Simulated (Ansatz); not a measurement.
One change: `C[B]([AlH2])NP` becomes `CO[B](C)[AlH2]`.

Ansatz, PBE0-D4/def2-TZVP geometries, multiplicity 1. Each molecule was computed in one conformer, which needn't be the lowest.

```tsv
property	`C[B]([AlH2])NP`
LUMO energy (B3LYP/def2-TZVPP) / eV	-2.16
size of the dipole moment (PBE/def2-TZVPP) / D	1.24
HOMO energy (ωB97M-V/def2-TZVPP) / eV	-8.85
LUMO energy (PBE/def2-TZVPP) / eV	-2.77
HOMO–LUMO gap (ωB97M-V/def2-TZVPP) / eV	8.57
HOMO energy (PBE/def2-TZVPP) / eV	-5.68
```

Q: Give the same properties after the change, and the shifts. (Estimate.)

A: The calculation gave: 
| property | `CO[B](C)[AlH2]` | shift |
| --- | --- | --- |
| LUMO energy (B3LYP/def2-TZVPP) / eV | -1.77 | 0.39 |
| size of the dipole moment (PBE/def2-TZVPP) / D | 1.40 | 0.16 |
| HOMO energy (ωB97M-V/def2-TZVPP) / eV | -8.83 | 0.02 |
| LUMO energy (PBE/def2-TZVPP) / eV | -2.35 | 0.42 |
| HOMO–LUMO gap (ωB97M-V/def2-TZVPP) / eV | 8.88 | 0.31 |
| HOMO energy (PBE/def2-TZVPP) / eV | -5.57 | 0.11 |

With PBE0 the HOMO rises by 0.05 eV and the LUMO rises by 0.41 eV, so the gap widens by about 0.36 eV. PBE moves the HOMO by 0.11 eV and ωB97M-V by 0.02 eV. Dipoles are sizes alone; their direction can turn.

Positive LUMOs are unbound, so they and the gaps depend on the basis.

B3LYP here is the variant with VWN-RPA as its local correlation; programs differ in this.
